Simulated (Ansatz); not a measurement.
`B[SiH2]C=O` + NH₃ → `B[SiH2]N` + `C=O` at 600 K and 1 bar (ligand exchange at the Si–C bond).

Program: Ansatz. Geometries: PBE0-D4/def2-TZVP. ΔE: electronic, gas phase. CCSD(T)/CBS is the MP2 limit (def2-TZVPP, def2-QZVPP) plus CCSD(T) − MP2 in def2-TZVPP, frozen cores. This one scheme is used for every species. One conformer a species, not always the lowest.

```csv
species,CCSD(T)/CBS energy (Eh),H − E (kJ/mol),S (J/(mol·K))
`B[SiH2]C=O`,-430.02973,199.0,414.1
NH₃,-56.50880,112.4,219.5
`B[SiH2]N`,-372.16627,216.6,383.8
`C=O`,-114.39408,92.5,246.7
```

H − E and S are ideal-gas, rigid-rotor, harmonic terms from PBE0-D4/def2-TZVP, for one conformer and one mirror image of each species. 1 Eh = 2625.50 kJ/mol, R = 8.31446 J/(mol·K).

Problem. By hand: ΔE, ΔH, ΔS and ΔG.

Solution. ΔE = (-372.16627) + (-114.39408) − (-430.02973) − (-56.50880) = -0.02182 Eh = -57.3 kJ/mol. Δ(H − E) = 216.6 + 92.5 − 199.0 − 112.4 = -2.3, so ΔH = -59.6 kJ/mol. ΔS = 383.8 + 246.7 − 414.1 − 219.5 = -3.1 J/(mol·K). ΔG = -59.6 − 600 × (-3.1)/1000 = -57.7 kJ/mol.

Problem. By hand: the equilibrium constant, and the temperature at which ΔG would vanish if ΔH and ΔS stayed fixed.

Solution. log₁₀ K = −ΔG/(RT ln 10) = 5.0. ΔG = 0 at ΔH/ΔS = 19226 K, far beyond where these terms or the molecules hold.

The number of gas molecules stays the same, so ΔS is small and ΔH decides. A doubt of 5 kJ/mol in ΔE shifts log₁₀ K by 0.4 here. Other conformers and mirror images would add mixing entropy, several J/(mol·K) or more a flexible species. Modes under 60 cm⁻¹, often nearly free rotors, make the harmonic entropy too high. These are equilibria of isolated gas molecules and say nothing of rates. Largest T1 diagnostic: 0.016 (customary marks: 0.02 for closed shells, 0.045 for open ones).
